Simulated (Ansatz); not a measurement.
Reactions of CH₆AlBS (`[BH2][AlH][S]C`).

Isolated molecules relaxed with PBE0-D4/def2-TZVP in Ansatz; ΔE leaves out vibrations. CCSD(T)/CBS is the MP2 limit (def2-TZVPP, def2-QZVPP) plus CCSD(T) − MP2 in def2-TZVPP, frozen cores. This one scheme is used for every species. DFT in def2-TZVPP. For Br, Ge outer-core shells are correlated without core-valence functions, which leaves a few kJ/mol of doubt a bond. Scalar relativity is left out up to krypton. One conformer a species, not always the lowest.

| reaction | B2PLYP (eV) | PBE-D4 (eV) |
| --- | --- | --- |
| `[BH2][AlH][S]C` + `S[CH2][GeH3]` → `BCS` + `C[S][AlH][GeH3]` | -0.85 | -0.91 |
| `[BH2][AlH][S]C` + H₂O → `[BH2][AlH][OH]` + CH₃SH | -0.34 | -0.16 |
| `[BH2][AlH][S]C` + H₂ → `[BH2][AlH2]` + CH₃SH | 0.95 | 1.04 |
| `[BH2][AlH][S]C` → `[CH3][AlH][BH]S` | -0.53 | -0.60 |
| `[BH2][AlH][S]C` + `O[SiH](O)F` → `BO[SiH](O)F` + `C[S][AlH2]` | -1.74 | -1.59 |
| `[BH2][AlH][S]C` + `C[SiH](O)F` → `BO[SiH](C)F` + `C[S][AlH2]` | -1.81 | -1.66 |
| `[BH2][AlH][S]C` + CH₄ → `[CH3][AlH][S]C` + BH₃ | -0.22 | -0.11 |
| `[BH2][AlH][S]C` + `OC[SiH2]Br` → `BOC[SiH2]Br` + `C[S][AlH2]` | -1.92 | -1.79 |
| `[BH2][AlH][S]C` + H–F → `C[S][AlH][F]` + BH₃ | -2.28 | -2.00 |
| `[BH2][AlH][S]C` + H₂ → `C[S][AlH2]` + BH₃ | -0.53 | -0.34 |

Task: Give the CCSD(T)/CBS values in the same order. (Best estimate.)

Result: Computed: -0.81, -0.23, 1.03, -0.49, -1.66, -1.73, -0.21, -1.85, -2.17, -0.45 eV.

Largest T1 diagnostic: 0.014, for `[CH3][AlH][BH]S`.
